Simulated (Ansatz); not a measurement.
C3H2, SMILES `[C]1C=C1` (charge 0, multiplicity 1).

Cartesian coordinates (Å):
```xyz
5

C     -0.0205     1.2133     0.0652
C     -0.6177    -0.0440    -0.1699
C      0.6188    -0.0250     0.2901
H     -1.4856    -0.5952    -0.4984
H      1.5050    -0.5491     0.6143
```
Charge 0, multiplicity 1.

Frozen-core energies in 6-31g from Ansatz (a program for electronic structure) at a geometry from PBE0-D3(BJ)/def2-TZVP; the HF reference has <S^2> = 0.00 and the T1 diagnostic is 0.010.

```json
[
 {"level": "HF", "energy (Ha)": "-114.54930"},
 {"level": "MP2", "energy (Ha)": "-114.78790"},
 {"level": "CCSD", "energy (Ha)": "-114.80946"}
]
```

Estimate the energies of CCSD(T), CCSDT, CCSDT(Q) and CCSDTQ, and give each level's difference from CCSDTQ.


| level | energy (Ha) | difference from CCSDTQ (mHa) |
|---|---|---|
| MP2 | -114.78790 | 33.07 |
| CCSD | -114.80946 | 11.50 |
| CCSD(T) | -114.81971 | 1.26 |
| CCSDT | -114.82025 | 0.72 |
| CCSDT(Q) | -114.82098 | -0.02 |
| CCSDTQ | -114.82096 | 0.00 |
